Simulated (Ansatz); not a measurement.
Reaction (atomization): `[CH3][Ga]1[O]C[O]1` → 2 C• + Ga• + 5 H• + 2 O•

Program: Ansatz. Geometries: PBE0-D4/def2-TZVP. ΔE: electronic, gas phase. CCSD(T)/CBS adds triple-zeta CCSD(T) − MP2 to the extrapolated MP2 energy (def2 sets, frozen cores). This one scheme is used for every species, atoms too. For atomizations the MP2-based limit and the directly extrapolated one differ by several kJ/mol either way, and by 10 to 25 for some Ge, Se and Sn compounds, so smaller differences from it don't rank the levels. Functionals use def2-TZVPP. B3LYP here is the variant with VWN-RPA as its local correlation; programs differ in this. HSE06 is defined as in plane-wave codes. No spin–orbit coupling; open shells (•) take unrestricted orbitals. Spin–orbit coupling would lower the free atoms: a little for C, O; clearly for Ga. For Ga outer-core shells are correlated without core-valence functions, so the limit isn't a true one: a few kJ/mol of doubt a bond, and 10 to 20 or more in all where bonds break to atoms. Scalar relativity is left out up to krypton.

```
             level  ΔE (eV)  difference from CCSD(T)/CBS
       LDA (SPW92)    45.71                         6.40
            PBE-D4    40.17                         0.86
         revPBE-D4    38.96                        -0.35
           BLYP-D4    38.98                        -0.33
         r2SCAN-D4    39.39                         0.08
            B97M-V    39.12                        -0.19
           PBE0-D4    39.15                        -0.16
          B3LYP-D4    38.84                        -0.47
        r2SCANh-D4    39.02                        -0.29
        r2SCAN0-D4    38.49                        -0.82
          HSE06-D4    39.19                        -0.12
          BHLYP-D4    37.36                        -1.95
           ωB97X-V    39.27                        -0.04
            B2PLYP    38.73                        -0.58
               PBE    39.98                         0.67
            revPBE    38.37                        -0.94
              BLYP    38.56                        -0.75
            r2SCAN    39.35                         0.04
              PBE0    38.99                        -0.32
             B3LYP    38.53                        -0.78
           r2SCANh    38.97                        -0.34
           r2SCAN0    38.43                        -0.88
             HSE06    39.04                        -0.27
             BHLYP    37.12                        -2.19
         CAM-B3LYP    39.04                        -0.27
           LC-ωPBE    39.30                        -0.01
       HF/def2-SVP    27.49                       -11.82
      MP2/def2-SVP    37.93                        -1.38
     CCSD/def2-SVP    36.56                        -2.75
  CCSD(T)/def2-SVP    37.04                        -2.27
     HF/def2-TZVPP    27.20                       -12.11
    MP2/def2-TZVPP    39.41                         0.10
SCS-MP2/def2-TZVPP    38.90                        -0.41
   CCSD/def2-TZVPP    37.60                        -1.71
     HF/def2-QZVPP    27.24                       -12.07
    MP2/def2-QZVPP    39.98                         0.67
SCS-MP2/def2-QZVPP    39.56                         0.25
      HF/CBS(def2)    27.25                       -12.06
     MP2/CBS(def2)    40.38                         1.07
    CCSD/CBS(def2)    38.57                        -0.74
       CCSD(T)/CBS    39.31                            0
```

Largest T1 diagnostic among the species: 0.016.

From BLYP to BHLYP (50 % exact exchange), in def2-TZVPP and without D4, ΔE moves by −1.44 eV: exact exchange takes away binding that semilocal exchange gives to molecules. At CCSD(T), def2-SVP lies −2.27 eV from the extrapolated value and def2-TZVPP −0.97 eV: correlation converges slowly with the basis, and small sets miss more of it in the bonded molecule than in its fragments.
